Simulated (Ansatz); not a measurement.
CH6B2O (`CBBO`). Total charge 0; spin multiplicity 1. The structure was optimised at the PBE0-D4/def2-TZVP level. It is one conformer, not always the lowest.

```xyz
10

C     0.931   -0.026    1.164
B    -0.417    0.259    0.432
B    -0.891   -0.458   -1.013
O    -0.660   -0.033   -2.284
H     0.844   -0.052    2.254
H     1.498   -0.891    0.818
H     1.548    0.865    0.953
H    -1.167    1.036    0.969
H    -1.524   -1.487   -0.954
H    -0.163    0.786   -2.339
```

(1) What is the dipole moment at B3LYP/def2-TZVPP? (Best estimate.)

(2) And with PBE, r2SCAN, ωB97M-V? (Estimate.)

(3) Give the Mulliken charges with B3LYP, PBE, r2SCAN in def2-TZVPP. (An estimate is asked.)

Answers

(1) Computed: 1.97 D, with components (1.37, 1.33, 0.48) D in this frame, pointing from negative to positive charge.

(2) The calculation gave: PBE 1.99 D, r2SCAN 2.00 D, ωB97M-V 1.99 D.

(3) Computed: 
```
atom  B3LYP    PBE  r2SCAN
  C1  -0.29  -0.31   -0.21
  B2  -0.04  -0.05   -0.01
  B3   0.07   0.07    0.16
  O4  -0.25  -0.22   -0.29
  H5   0.10   0.11    0.07
  H6   0.10   0.10    0.06
  H7   0.08   0.10    0.06
  H8   0.03   0.02    0.00
  H9   0.00  -0.02   -0.04
 H10   0.19   0.20    0.21
```

B3LYP here is the variant with VWN-RPA as its local correlation; programs differ in this.
